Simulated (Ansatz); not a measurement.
C6H8Si (SMILES C#C[Si](C)(C)C#C), singlet, geometry from GFN2-xTB, atoms displaced at random by about 0.03 Å a coordinate; R2SCAN/STO-3G, gradient (Ansatz, a quantum-chemistry and plane-wave program).

Ansatz was given this input:
Ansatz 0.2 input:
```yaml
crystal:
  periodic: [false, false, false]
  atoms:
    - {symbol: C, position_ang: [1.88505147, -1.70883553, -1.32760952]}
    - {symbol: C, position_ang: [1.00961437, -1.08816865, -0.79709437]}
    - {symbol: Si, position_ang: [-0.30060840, -0.14265130, 0.01959087]}
    - {symbol: C, position_ang: [-0.92696168, -1.04602214, 1.65053485]}
    - {symbol: C, position_ang: [-1.77488505, 0.13360702, -1.13814331]}
    - {symbol: C, position_ang: [0.45393534, 1.57625790, 0.51717777]}
    - {symbol: C, position_ang: [0.93418539, 2.56437905, 0.87313479]}
    - {symbol: H, position_ang: [2.61678510, -2.28255626, -1.81283878]}
    - {symbol: H, position_ang: [-1.35034379, -1.97287541, 1.40542630]}
    - {symbol: H, position_ang: [-1.59311415, -0.46109227, 2.12906233]}
    - {symbol: H, position_ang: [-0.05918110, -1.24985156, 2.30163294]}
    - {symbol: H, position_ang: [-2.55396260, 0.81983416, -0.70957139]}
    - {symbol: H, position_ang: [-1.45510511, 0.72709416, -2.06882944]}
    - {symbol: H, position_ang: [-2.21356084, -0.71489828, -1.52735106]}
    - {symbol: H, position_ang: [1.35058500, 3.47073464, 1.18337909]}
basis:
  gaussian:
    orbitals: STO-3G
hamiltonian:
  xc: r2scan
output: {forces: true}
```

Q: Write the output that Ansatz gives for this input, abridged.

A: 
```
Functional definition: r2SCAN
614 factors; integrals over basis functions are off by at most 4.3e-5 eV
mean field evaluation 1: about -14052.8356 eV, gradient 2.1e1 eV
mean field evaluation 2: about -14053.2003 eV, gradient 1.8e1 eV
mean field evaluation 4: about -14054.3106 eV, gradient 1.8e0 eV
mean field evaluation 8: about -14054.1177 eV, gradient 1.5e-1 eV
mean field evaluation 16: about -14054.1177 eV, gradient 5.4e-6 eV
mean field -14054.11771261 eV, -516.4792997154 hartree, gradient 5.4e-6 eV, S^2 0.000000; 0 other end points of the search recorded, 0 dependent functions left out
the calculation of the forces begins
reference -14054.11772079 eV, -516.4793000159 hartree; 29, 29 occupied and 18, 18 virtual orbitals, 614 factors
Total energy: -14054.11772079 eV, -516.4793000159 hartree
Atom 0 at     1.885051    -1.708836    -1.327610 Å, force    -0.108693    -0.031023    -0.011375 eV/Å
Atom 1 at     1.009614    -1.088169    -0.797094 Å, force    -0.911460     0.655069     0.594407 eV/Å
Atom 2 at    -0.300608    -0.142651     0.019591 Å, force    -0.662391     1.381585     1.851518 eV/Å
Atom 3 at    -0.926962    -1.046022     1.650535 Å, force     5.112723    -0.164148    -2.930904 eV/Å
Atom 4 at    -1.774885     0.133607    -1.138143 Å, force     1.469325     4.871810    -0.673669 eV/Å
Atom 5 at     0.453935     1.576258     0.517178 Å, force    -4.029532    -8.675119    -2.849856 eV/Å
Atom 6 at     0.934185     2.564379     0.873135 Å, force     2.445283     5.197362     1.809891 eV/Å
Atom 7 at     2.616785    -2.282556    -1.812839 Å, force     1.147506    -0.792062    -0.682932 eV/Å
Atom 8 at    -1.350344    -1.972875     1.405426 Å, force    -1.024601    -1.819091    -0.588696 eV/Å
Atom 9 at    -1.593114    -0.461092     2.129062 Å, force    -2.976729     2.574526     2.187880 eV/Å
Atom 10 at    -0.059181    -1.249852     2.301633 Å, force    -0.353097     0.221625    -0.115087 eV/Å
Atom 11 at    -2.553963     0.819834    -0.709571 Å, force     0.627060    -1.041465     0.104403 eV/Å
Atom 12 at    -1.455105     0.727094    -2.068829 Å, force    -0.043845    -0.990845     1.455125 eV/Å
Atom 13 at    -2.213561    -0.714898    -1.527351 Å, force    -1.371207    -2.797524    -0.638528 eV/Å
Atom 14 at     1.350585     3.470735     1.183379 Å, force     0.679658     1.409299     0.487824 eV/Å
Dipole moment:    -0.145284    -0.133378    -0.028700 e Å
```
